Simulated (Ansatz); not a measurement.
Consider the atomization: `O[SiH]([SiH3])[GaH2]` → Ga• + 7 H• + O• + 2 Si•.

Gas-phase electronic energies from Ansatz, PBE0-D4/def2-TZVP geometries. CCSD(T)/CBS is the MP2 limit (def2-TZVPP, def2-QZVPP) plus CCSD(T) − MP2 in def2-TZVPP, frozen cores. This one scheme is used for every species, atoms too. Functionals use def2-TZVPP. No spin–orbit coupling; open shells (•) take unrestricted orbitals. Spin–orbit coupling would lower the free atoms: a little for O, Si; clearly for Ga. Bonds to Ga are less sure, by a few kJ/mol each and by 10 to 20 or more in all where they break to atoms, as the def2 sets lack core-valence functions. Scalar relativity is left out up to krypton. One conformer a species, not always the lowest.

`O[SiH]([SiH3])[GaH2]`:

Cartesian coordinates in Å:
```
O 0.354 0.643 -1.970
Si 0.591 0.277 -0.365
Si -0.151 -1.922 -0.059
Ga -0.514 1.781 1.170
H 0.387 1.568 -2.217
H 2.052 0.293 -0.027
H 0.495 -2.865 -1.012
H -1.627 -2.011 -0.229
H 0.185 -2.335 1.332
H -1.221 3.097 0.665
H -0.552 1.474 2.712
```

| level | ΔE (kcal/mol) |
| --- | --- |
| BLYP-D4 | 747.9 |
| r2SCANh-D4 | 757.2 |
| ωB97X-V | 766.5 |
| HF/def2-TZVPP | 558.9 |

Q: What does CCSD(T)/CBS give? (Estimate.)

A: Computed: +763.3 kcal/mol. The listed levels differ from it by -15.4, -6.1, 3.2, -204.4 kcal/mol.

Largest T1 diagnostic among the species: 0.014.

From PBE to PBE0 (25 % exact exchange), in def2-TZVPP and without D4, ΔE moves by −4.2 kcal/mol: exact exchange takes away binding that semilocal exchange gives to molecules. In def2-TZVPP, CCSD(T) changes the Hartree–Fock value by +185.2 kcal/mol (the triples alone add +8.1 kcal/mol) and MP2 by +183.4 kcal/mol; breaking electron pairs costs correlation energy, which Hartree–Fock lacks.

For atomizations the MP2-based limit and the directly extrapolated one differ by several kJ/mol either way, and by 10 to 25 for some Ge, Se and Sn compounds, so smaller differences from it don't rank the levels.
